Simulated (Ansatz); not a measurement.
Start from `BNC(C)=O` and change one atom or group to get `CC(=O)Br`.

Ansatz, PBE0-D4/def2-TZVP geometries, multiplicity 1. 

Scalar relativity is left out up to krypton.

```tsv
property	`BNC(C)=O`
HOMO–LUMO gap (PBE/def2-TZVPP) / eV	3.98
size of the dipole moment (PBE/def2-TZVPP) / D	3.71
LUMO energy (PBE/def2-TZVPP) / eV	-2.19
HOMO energy (ωB97M-V/def2-TZVPP) / eV	-10.24
HOMO energy (B3LYP/def2-TZVPP) / eV	-7.54
HOMO energy (PBE/def2-TZVPP) / eV	-6.17
```

**Question.** Give the same properties after the change, and the shifts. (Best estimate.)

**Answer.** Ansatz gave: 
```
                                      property  `CC(=O)Br`  shift
           HOMO–LUMO gap (PBE/def2-TZVPP) / eV        4.60   0.62
size of the dipole moment (PBE/def2-TZVPP) / D        2.73  -0.98
             LUMO energy (PBE/def2-TZVPP) / eV       -2.26  -0.07
         HOMO energy (ωB97M-V/def2-TZVPP) / eV      -10.50  -0.26
           HOMO energy (B3LYP/def2-TZVPP) / eV       -7.99  -0.45
             HOMO energy (PBE/def2-TZVPP) / eV       -6.86  -0.69
```

Dipoles are sizes alone; their direction can turn.

B3LYP here is the variant with VWN-RPA as its local correlation; programs differ in this.

Spin–orbit coupling is left out; it splits and shifts lone-pair levels of the heavy atoms by tenths of an eV.
